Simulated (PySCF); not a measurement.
## What PySCF settings do for RbNa

Base input, run as `OMP_NUM_THREADS=1 python input.py` with PySCF 2.14:

```python
from pyscf import gto, scf, mp

mol = gto.M(
    atom='Rb 0 0 0; Na 0 0 3.635',
    basis='jorge-dzp',
    charge=0,
    spin=0,
    symmetry=True,
    verbose=4,
)
mf = scf.RHF(mol)
mf.kernel()
mp.MP2(mf, frozen=10).kernel()
mf.dip_moment()
print('orbital energies (hartree):', mf.mo_energy[..., max(0, mol.nelec[1]-3):mol.nelec[0]+3].round(4))
```

Base result: E(SCF) = -3099.906093 Eh, 9 cycles, E(MP2) − E(SCF) = -0.13486 Eh, μz(SCF) = -4.86 D. No relativity is included for the heavy element. Stability towards an unrestricted solution was not tested. The bond length is a typed value, not an optimised one.

Hardware: Arm Neoverse V1, 1 thread, shared host. Wall time 2 s, peak memory 0.14 GiB.

Each row names what differs from the base; energies in brackets are changes from the base.

| change | result | wall time (s) |
| --- | --- | --- |
| geometry: bond 3.635 → bond 3.381 | E(SCF) = -3099.903480 Eh (+0.0711 eV), 9 cycles, E(MP2) − E(SCF) = -0.13635 Eh, μz(SCF) = -4.64 D | 1.5 |
| geometry: bond 3.635 → bond 4.071 | E(SCF) = -3099.905986 Eh (+0.0029 eV), 9 cycles, E(MP2) − E(SCF) = -0.13294 Eh, μz(SCF) = -5.25 D | 1.4 |
| damping: none → 0.2 | E(SCF) = -3099.906093 Eh (+0.0000 eV), 11 cycles, E(MP2) − E(SCF) = -0.13486 Eh, μz(SCF) = -4.86 D | 1.4 |
| Cartesian functions: off → on | E(SCF) = -3099.924423 Eh (-0.4988 eV), 9 cycles, E(MP2) − E(SCF) = -0.13995 Eh, μz(SCF) = -4.71 D | 1.4 |
| functional: none (Hartree–Fock) → pw91; SCF type: RHF → RKS; step after the SCF: mp2 → analyze | E(SCF) = -3102.272259 Eh, 11 cycles, μz(SCF) = -3.35 D | 7.8 |
| functional: none (Hartree–Fock) → lc_wpbe; SCF type: RHF → RKS; step after the SCF: mp2 → analyze | E(SCF) = -3101.667502 Eh, 9 cycles, μz(SCF) = -5.29 D | 5.7 |
| spin (2S): 0 → 4; SCF type: RHF → UHF | not converged: SCF after 50 cycles | 3.3 |
| density fitting: none → weigend [unsound on purpose] [this fitting set is unfit for the basis or for exact exchange; a fit set errs by some meV] | E(SCF) = -3187.367786 Eh, 9 cycles, E(MP2) − E(SCF) = -0.15434 Eh, μz(SCF) = -5.03 D | 0.93 |
| electric field along z (a.u.): none → 0.005; point-group symmetry: on → off [may be another electronic state] | E(SCF) = -3099.904086 Eh (+0.0546 eV), 8 cycles, E(MP2) − E(SCF) = -0.13635 Eh, μz(SCF) = 3.33 D | 1.5 |
| basis set: jorge-dzp → def2-svp; core potential: off → on; frozen orbitals: 10 → 1 | E(SCF) = -185.591084 Eh, 9 cycles, E(MP2) − E(SCF) = -0.07076 Eh, μz(SCF) = -4.07 D | 0.97 |
| geometry: bond 3.635 → bond 10 [unsound on purpose] [stretched restricted solution, likely unstable] | E(SCF) = -3099.849536 Eh (+1.5390 eV), 12 cycles, E(MP2) − E(SCF) = -0.15346 Eh, μz(SCF) = -7.67 D | 1.5 |
| electric field along z (a.u.): none → 0.001; point-group symmetry: on → off | E(SCF) = -3099.904455 Eh (+0.0446 eV), 9 cycles, E(MP2) − E(SCF) = -0.13507 Eh, μz(SCF) = -3.45 D | 1.6 |
| spin-free X2C: off → on [basis contracted without relativity] | E(SCF) = -3136.033566 Eh, 8 cycles, E(MP2) − E(SCF) = -0.13404 Eh, μz(SCF) = -4.48 D | 1.6 |
| geometry: bond 3.635 → bond 3.744 | E(SCF) = -3099.906520 Eh (-0.0116 eV), 9 cycles, E(MP2) − E(SCF) = -0.13430 Eh, μz(SCF) = -4.96 D | 1.4 |
| geometry: bond 3.635 → bond 10.905 [stretched restricted solution, likely unstable] | E(SCF) = -3099.845760 Eh (+1.6417 eV), E(MP2) − E(SCF) = -0.16047 Eh, μz(SCF) = -7.79 D | 1.5 |
| step after the SCF: mp2 → frequency [not at a minimum] | E(SCF) = -3099.906093 Eh (+0.0000 eV), 9 cycles, μz(SCF) = -4.86 D, wavenumbers 116 cm⁻¹ | 20 |
| step after the SCF: mp2 → optimize | E(SCF) = -3099.906093 Eh (+0.0000 eV), 9 cycles, all at the start geometry; optimised bond 3.831 Å with E = -3099.906619 Eh after 6 steps | 15 |
| basis set: jorge-dzp → lanl2dz; core potential: off → on; frozen orbitals: 10 → 0 | E(SCF) = -23.757110 Eh, 7 cycles, E(MP2) − E(SCF) = -0.01354 Eh, μz(SCF) = -4.04 D | 0.89 |
| cycle limit: 50 → 1 [unsound on purpose] | not converged: SCF after 1 cycles | 1.4 |
| basis set: jorge-dzp → sbkjc; core potential: off → on; frozen orbitals: 10 → 0 | E(SCF) = -0.312299 Eh, 6 cycles, E(MP2) − E(SCF) = -0.01300 Eh, μz(SCF) = -3.79 D | 0.88 |

Order these changes by how far they move the SCF energy from the base, largest first: (1) Cartesian functions: off → on; (2) electric field along z (a.u.): none → 0.005; point-group symmetry: on → off; (3) geometry: bond 3.635 → bond 10.905; (4) geometry: bond 3.635 → bond 3.381.

(3) +1.6417 eV, (1) -0.4988 eV, (4) +0.0711 eV, (2) +0.0546 eV.
